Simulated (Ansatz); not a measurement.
Correlation energies of `C[NH2+][Al-]([OH])([OH])[OH]` by basis set

Cartesian coordinates in Å:
```
C -0.216 -1.806 -0.392
N -0.686 -0.692 0.447
Al 0.268 1.033 0.087
O -0.344 1.350 -1.493
O -0.344 1.978 1.392
O 1.907 0.513 0.205
H -0.735 -2.739 -0.166
H 0.855 -1.926 -0.233
H -0.379 -1.539 -1.435
H -0.574 -0.909 1.432
H -1.677 -0.529 0.299
H 0.248 1.554 -2.213
H -0.815 2.791 1.227
H 2.491 0.920 0.842
```

Total charge 0; spin multiplicity 1. The structure was optimised at the PBE0-D4/def2-TZVP level. It is one conformer, not always the lowest. Frozen core, restricted reference, Ansatz 0.2.0. CBS rows extrapolate triple and quadruple zeta; past MP2 they add the triple-zeta difference.

```json
{"basis": "def2-SVP", "HF (Eh)": "-563.36699", "MP2 corr.": "-0.95407", "CCSD corr.": "?", "(T)": "-0.02089", "CCSD(T) total": "?"}
{"basis": "def2-TZVPP", "HF (Eh)": "-563.85753", "MP2 corr.": "-1.21353", "CCSD corr.": "?", "(T)": "?", "CCSD(T) total": "?"}
{"basis": "def2-QZVPP", "HF (Eh)": "-563.88142", "MP2 corr.": "-1.30767", "CCSD corr.": "–", "(T)": "–", "CCSD(T) total": "–"}
{"basis": "CBS(def2)", "HF (Eh)": "-563.88471", "MP2 corr.": "?", "CCSD corr.": "-1.40769", "(T)": "as TZ", "CCSD(T) total": "?"}
```

(1) Fill in the withheld values. (Best estimate.)

## Answers

(1) Computed: def2-SVP CCSD corr.: -0.99914; def2-SVP CCSD(T) total: -564.38702; def2-TZVPP CCSD corr.: -1.24382; def2-TZVPP (T): -0.04298; def2-TZVPP CCSD(T) total: -565.14433; CBS(def2) MP2 corr.: -1.37740; CBS(def2) CCSD(T) total: -565.33538.
